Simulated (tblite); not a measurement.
C7H13 (doublet state).
Geometry (GFN2-xTB, Å), atoms numbered from 1 in this order:
```xyz
20
C7H13 angstrom
C      2.5973   -0.6907   -0.1182
C      1.1592   -0.9009   -0.5915
C      0.1982   -0.1065    0.1981
C      0.2679    1.2756    0.7502
C     -1.2592    1.2216    0.9518
C     -1.2811   -0.2122    0.3731
C     -2.1031   -0.4076   -0.9016
H      2.6972   -0.9787    0.9253
H      3.2867   -1.2871   -0.7109
H      2.8752    0.3561   -0.2126
H      0.8911   -1.9609   -0.5248
H      1.1047   -0.6307   -1.6599
H      0.6177    2.0471    0.0549
H      0.8474    1.3848    1.6723
H     -1.8102    1.9416    0.3508
H     -1.5837    1.3004    1.9870
H     -1.5962   -0.9712    1.1019
H     -1.9170   -1.3937   -1.3212
H     -1.8319    0.3396   -1.6441
H     -3.1652   -0.3160   -0.6837
```

Method: GFN2-xTB as coded in tblite; computed harmonic values from a numerical Hessian at the method's own geometry, unscaled. Against measured fundamentals such values can be off by several per cent, at times by over 20. One conformer, not necessarily the lowest. Open shells enter through the occupations alone, without spin polarisation, and single modes of such species can be off by tens of per cent.

Harmonic wavenumbers (cm⁻¹): 33.9, 59.8, 115.5, 177.1, 210.5, 236.5, 283.0, 388.9, 468.7, 636.4, 772.0, 797.7, 810.9, 913.3, 930.2, 992.2, 1004.7, 1017.3, 1031.5, 1047.3, 1078.5, 1107.5, 1135.1, 1162.3, 1192.1, 1216.1, 1220.1, 1227.3, 1255.0, 1289.4, 1313.7, 1383.0, 1397.2, 1408.6, 1457.2, 1465.1, 1478.8, 1495.9, 1500.2, 1501.9, 1506.4, 2798.9, 2854.6, 2872.6, 2921.8, 2933.7, 3009.5, 3017.2, 3023.0, 3030.7, 3034.2, 3034.8, 3038.6, 3043.9.

A = 4311, B = 1855, C = 1414 MHz; mass 97.102 u (most abundant isotopes); point group C1, symmetry number 1; spin multiplicity 2.

Task: Zero-point energy?

Result: ½Σν̃ = 39166 cm⁻¹ = 468.53 kJ/mol.

Task: What is S at 273.15 K and 1 bar for an ideal gas of classical rigid rotors and harmonic oscillators?

Result: Translation 164.10, rotation 114.99, vibration 96.20, spin (R ln 2) 5.76: S = 381.1 J/(mol K).

Task: And Cp and H(273.15 K) − H(0)?

Result: Cp = 126.65 J/(mol K), of which vibrations give 93.40 (their classical limit is 54 R = 449.0); H(273.15 K) − H(0) = 22.25 kJ/mol without the zero-point energy, 13.17 from vibrations.

Task: How do the functions run with temperature in this model?

Result: 
```json
{"T (K)": "100", "S (J/(mol K))": "287.0", "Cp (J/(mol K))": "72.3", "H − H(0) (kJ/mol)": "5.31", "G − H(0) (kJ/mol)": "-23.40", "ln q(vib)": "1.90"}
{"T (K)": "200", "S (J/(mol K))": "346.0", "Cp (J/(mol K))": "100.8", "H − H(0) (kJ/mol)": "13.97", "G − H(0) (kJ/mol)": "-55.23", "ln q(vib)": "4.20"}
{"T (K)": "300", "S (J/(mol K))": "393.4", "Cp (J/(mol K))": "137.6", "H − H(0) (kJ/mol)": "25.80", "G − H(0) (kJ/mol)": "-92.23", "ln q(vib)": "6.34"}
{"T (K)": "500", "S (J/(mol K))": "483.3", "Cp (J/(mol K))": "219.6", "H − H(0) (kJ/mol)": "61.70", "G − H(0) (kJ/mol)": "-179.97", "ln q(vib)": "10.61"}
{"T (K)": "800", "S (J/(mol K))": "607.0", "Cp (J/(mol K))": "306.4", "H − H(0) (kJ/mol)": "141.68", "G − H(0) (kJ/mol)": "-343.96", "ln q(vib)": "17.15"}
{"T (K)": "1000", "S (J/(mol K))": "679.8", "Cp (J/(mol K))": "345.0", "H − H(0) (kJ/mol)": "207.02", "G − H(0) (kJ/mol)": "-472.77", "ln q(vib)": "21.41"}
```

q(vib) and H(0) count from the zero-point level.

Task: What must be added to the electronic energy to get the Gibbs energy at 273.15 K and 1 bar?

Result: ZPE + [H(273.15 K) − H(0)] − T·S = 468.53 + 22.25 − 104.09 = 386.69 kJ/mol.

Hindered rotation and anharmonicity are outside this model. Other conformers, if any are populated, would add a mixing term that is left out. The structure is chiral; the term R ln 2 for an equal mix with its mirror image is left out.

On Arm Neoverse V1, one thread, on a shared host, this took 0.68 s. The figure is for the frequency step alone.
